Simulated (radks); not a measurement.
The numbers below are computed, except where a source is named.
Question: Code: a radial shooting solver on a logarithmic mesh with Libxc functionals. Model: non-relativistic Kohn-Sham, LB94 model potential, spin-polarised, spherical densities, point nucleus; open shells are filled with parallel spins first (spin-orbit coupling, left out, can overturn this in heavy ions). Response by self-consistent Sternheimer equations with the Hartree and adiabatic LDA kernel. For heavy and open-shell atoms this level of theory can miss by tens of per cent. Rank Tm, Tm2+, Tm6+, Tm+, Tm4+, Tm3+, Tm5+ (NIST ground configurations) by static dipole polarisability, largest first.

Answer: Tm 136.1, Tm+ 65.21, Tm2+ 6.292, Tm3+ 4.640, Tm4+ 3.707, Tm5+ 3.117, Tm6+ 2.658 bohr^3.
